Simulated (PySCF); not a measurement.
## Spin-rotation constants: `ClC1=CC(F)=C(C)S1(=O)=O`, C$_{5}$H$_{4}$ClFO$_{2}$S

Geometry:
```
atom   x (Å)   y (Å)   z (Å)
  C1  -2.053   0.409  -0.297
  C2  -0.609   0.266  -0.038
  C3   0.307   1.096   0.457
  F4   0.047   2.353   0.852
  C5   1.678   0.629   0.585
  C6   1.862  -0.625   0.176
 Cl7   3.249  -1.560   0.141
  S8   0.252  -1.282  -0.407
  O9   0.288  -1.525  -1.817
 O10  -0.201  -2.336   0.448
 H11  -2.248   0.238  -1.356
 H12  -2.598  -0.350   0.265
 H13  -2.406   1.399  -0.015
 H14   2.431   1.289   0.984
```

Computed with GIAO KT3/pcSseg-1 magnetisability, rotational g tensor and spin-rotation constants, non-relativistic, gas phase in PySCF. Geometry: GFN2-xTB.

(1) Give the nuclear spin-rotation constants along the inertial axes (H = +C I·J) beside the isotropic shieldings.

Answers

(1) Rotational constants 1.4703, 0.8742, 0.6146 GHz. A star marks the isotopologue with that one atom substituted, in its own axes.
| atom | isotope | Caa (kHz) | Cbb (kHz) | Ccc (kHz) | mean (kHz) | σ (ppm) |
| --- | --- | --- | --- | --- | --- | --- |
| F4 | 19F | 1.829 | 1.247 | 0.310 | 1.129 | 287.5 |
| Cl7 | 35Cl | 0.232 | 0.327 | 0.120 | 0.226 | 738.6 |
| H11 | 1H | -0.144 | -0.050 | -0.020 | -0.071 | 29.6 |
| H12 | 1H | -0.144 | -0.049 | -0.021 | -0.071 | 29.6 |
| H13 | 1H | 0.009 | -0.061 | -0.072 | -0.042 | 29.2 |
| H14 | 1H | -0.140 | 0.085 | -0.080 | -0.045 | 25.6 |
| C1 | 13C* | 0.211 | 0.121 | 0.067 | 0.133 | 175.8 |
| C2 | 13C* | 0.568 | 0.287 | 0.110 | 0.322 | 66.4 |
| C3 | 13C* | 0.682 | 0.291 | 0.157 | 0.377 | 30.4 |
| C5 | 13C* | 0.513 | 0.320 | 0.097 | 0.310 | 70.7 |
| C6 | 13C* | 0.626 | 0.301 | 0.133 | 0.353 | 45.6 |
| S8 | 33S* | 0.642 | 0.353 | 0.198 | 0.398 | 219.5 |
| O9 | 17O* | -0.357 | -0.221 | -0.087 | -0.222 | 138.4 |

For the geometry as given, no vibrational averaging.
